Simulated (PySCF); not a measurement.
# [OsSe2]-: from structure and modes to constants

Computed with UPBE/[Os def2-SVPD with ECP60, Se def2-SVPD], scalar-relativistic core potentials, density fitting, no spin–orbit coupling, PySCF.

The doublet minimum has C2v symmetry. Masses (u): Os 191.96148, Se 79.91652.

```xyz
3
charge -1 multiplicity 2, angstrom
Os    0.0000    0.0000   -0.2583
Se    2.1903    0.0000    0.3295
Se   -2.1903    0.0000    0.3295
```

Harmonic wavenumbers (cm⁻¹): 38.7 (a1, ×1), 286.9 (a1, ×1), 327.0 (b2, ×1).

Problem. Find the principal moments of inertia and the rotational constants. What kind of rotor is it?

Solution. About the centre of mass I = 30.137, 766.76, 796.9 u Å². With B = 16.8576/I this gives 0.5594, 0.02199, 0.02115 cm⁻¹. The molecule is an asymmetric top with κ = -1.00.

Problem. What is the harmonic zero-point energy?

Solution. Half the sum of all 3 wavenumbers, 653/2 = 326 cm⁻¹, which is 3.9 kJ/mol (1 cm⁻¹ = 0.0119627 kJ/mol).

Problem. Find the vibrational entropy and heat capacity at 298.15 K.

Solution. With u = 1.43878 ω/T, each mode gives S = R[u/(eᵘ−1) − ln(1−e⁻ᵘ)] and C = R u² eᵘ/(eᵘ−1)².
```csv
ω (cm⁻¹),u,S (J/(mol K)),C (J/(mol K))
38.7,0.187,22.28,8.29
286.9,1.385,6.24,7.10
327.0,1.578,5.33,6.78
```
The sums over all modes are S = 33.9 and C = 22.2 J/(mol K); the softest mode gives 66 % of the entropy.

Problem. Give the standard entropy (298.15 K, 1 bar) by its translational, rotational, vibrational and spin parts, and Cp.

Solution. Sackur–Tetrode with M = 351.79 u gives 182.0; rotation with symmetry number 2 gives 112.3; vibration 33.9; spin R ln 2 = 5.8. The total is 333.9 J/(mol K), and Cp = 4 R + 22.2 = 55.4 J/(mol K).

Other isomers or separated fragments may lie lower. Other spin states or occupations of the open shell can lie lower. The lowest empty level of this anion is unbound, so it and the gap depend on the basis. Spin–orbit coupling, left out here, can matter for elements this heavy.
